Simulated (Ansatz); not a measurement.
`Cl[CH2][AlH][SeH]` and `C[SiH2][AlH][CH2]Cl` differ in one atom or group.

Ansatz, PBE0-D4/def2-TZVP geometries, multiplicity 1. Each molecule was computed in one conformer, which needn't be the lowest.

Scalar relativity is left out up to krypton.

```json
{"property": "HOMO–LUMO gap (ωB97M-V/def2-TZVPP) / eV", "`Cl[CH2][AlH][SeH]`": "9.86"}
{"property": "HOMO–LUMO gap (PBE/def2-TZVPP) / eV", "`Cl[CH2][AlH][SeH]`": "4.28"}
{"property": "HOMO–LUMO gap (PBE0/def2-TZVPP) / eV", "`Cl[CH2][AlH][SeH]`": "6.11"}
{"property": "HOMO energy (B3LYP/def2-TZVPP) / eV", "`Cl[CH2][AlH][SeH]`": "-7.18"}
{"property": "LUMO energy (PBE0/def2-TZVPP) / eV", "`Cl[CH2][AlH][SeH]`": "-1.32"}
{"property": "HOMO–LUMO gap (B3LYP/def2-TZVPP) / eV", "`Cl[CH2][AlH][SeH]`": "5.67"}
```

Task: What does the change do to each property? (Estimate.)

Result: Ansatz gave: 
| property | `C[SiH2][AlH][CH2]Cl` | shift |
| --- | --- | --- |
| HOMO–LUMO gap (ωB97M-V/def2-TZVPP) / eV | 9.80 | -0.06 |
| HOMO–LUMO gap (PBE/def2-TZVPP) / eV | 4.29 | 0.01 |
| HOMO–LUMO gap (PBE0/def2-TZVPP) / eV | 6.17 | 0.06 |
| HOMO energy (B3LYP/def2-TZVPP) / eV | -6.98 | 0.20 |
| LUMO energy (PBE0/def2-TZVPP) / eV | -1.00 | 0.32 |
| HOMO–LUMO gap (B3LYP/def2-TZVPP) / eV | 5.79 | 0.12 |

With PBE0 the HOMO rises by 0.26 eV and the LUMO rises by 0.32 eV, so the gap widens by about 0.06 eV. PBE moves the HOMO by 0.26 eV and ωB97M-V by 0.39 eV.

B3LYP here is the variant with VWN-RPA as its local correlation; programs differ in this.

Spin–orbit coupling is left out; it splits and shifts lone-pair levels of the heavy atoms by tenths of an eV.
